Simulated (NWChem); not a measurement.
CHF, singlet; SMILES [CH]F

All runs: NWChem. Low-valent species are run as closed-shell singlets; no triplet was tried in these runs. Coordinates come from a PBE0-D3(BJ)/def2-TZVP optimisation.

Q: Among these, which level gives the highest value of “orbital gap (eV)”?
A) HCTH/407/def2-SVP
B) N12/def2-SVP
C) PW91/def2-SVP
D) B3LYP/def2-SVP

A: D, B3LYP/def2-SVP. Values: PW91/def2-SVP 1.53; HCTH/407/def2-SVP 1.65; N12/def2-SVP 1.85; B3LYP/def2-SVP 3.93
